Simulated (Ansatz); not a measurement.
Si11AsH22⁻. Total charge -1; triplet. Geometry r2SCAN-D4/def2-SVP, that of the neutral doublet; atoms count from 1.

Cartesian coordinates in Å:
```
Si 2.100 -2.142 -1.727
Si 1.743 1.854 0.193
Si -1.357 -2.675 -3.274
Si -2.098 2.279 0.179
As -0.678 -1.124 0.970
Si -0.010 3.829 2.960
Si 0.811 -3.556 -3.092
Si -0.313 0.839 -0.330
Si 1.415 -2.177 0.526
Si 1.786 2.388 2.482
Si -2.156 -2.538 -1.083
Si -2.046 2.757 2.481
H 2.052 -0.745 -2.264
H 3.534 -2.586 -1.739
H 1.881 3.120 -0.598
H 2.885 0.952 -0.162
H -1.264 -1.295 -3.848
H -2.190 -3.509 -4.205
H -1.952 3.562 -0.584
H -3.390 1.631 -0.215
H -0.196 -0.448 2.295
H 0.107 5.036 2.079
H 0.039 4.281 4.387
H 1.474 -3.701 -4.429
H 0.747 -4.910 -2.451
H -0.376 0.423 -1.769
H 2.455 -1.521 1.380
H 1.287 -3.602 0.967
H 3.086 3.050 2.822
H 1.666 1.142 3.301
H -3.474 -1.844 -0.937
H -2.224 -3.885 -0.433
H -3.203 3.632 2.859
H -2.144 1.483 3.261
```

Single mean-field runs in def2-TZVP are fitted with def2-universal-jkfit. The highest occupied level of the charge -1 triplet lies above zero (up to 1.06 eV). Energy differences put its binding near zero (0.08 eV; vertical, to the charge 0 doublet, at PBE0-D4/def2-TZVP), which leaves it undecided. At PBE0-D4/def2-TZVP a singlet of charge -1 lies 1.61 eV below the triplet at the same geometry.

Estimate the Mulliken populations of the heavy atoms from the PBE0/def2-TZVP orbitals of Ansatz.


| atom | charge (e) | spin (α − β) |
| --- | --- | --- |
| Si1 | 0.00 | 0.03 |
| Si2 | -0.04 | 0.08 |
| Si3 | -0.03 | 0.09 |
| Si4 | -0.06 | 0.13 |
| As5 | -0.16 | 0.21 |
| Si6 | -0.02 | 0.06 |
| Si7 | 0.00 | 0.00 |
| Si8 | -0.03 | 0.20 |
| Si9 | -0.06 | 0.18 |
| Si10 | 0.00 | 0.01 |
| Si11 | -0.04 | 0.71 |
| Si12 | 0.00 | 0.01 |
Mulliken values and Mayer orders depend strongly on the basis.

Where does the spin sit?

Summed by element: Si 1.50, As 0.21, H 0.28, of 2 unpaired in all. Largest on single atoms: Si11 0.71, As5 0.21, Si8 0.20.

And the Mayer bond orders between bonded heavy atoms (over 0.3)?

Si1–Si7 0.95 (2.35 Å); Si1–Si9 0.97 (2.35 Å); Si2–Si8 1.01 (2.35 Å); Si2–Si10 0.95 (2.35 Å); Si3–Si7 0.96 (2.35 Å); Si3–Si11 0.98 (2.34 Å); Si4–Si8 1.03 (2.35 Å); Si4–Si12 0.96 (2.35 Å); As5–Si8 0.84 (2.38 Å); As5–Si9 0.90 (2.38 Å); Si6–Si10 0.97 (2.35 Å); Si6–Si12 0.97 (2.35 Å). Values over 0.3 also appear between atoms too far apart for a bond (As5–Si11 0.42 at 2.90 Å); they arise where an orbital or an unpaired electron spreads over both atoms.
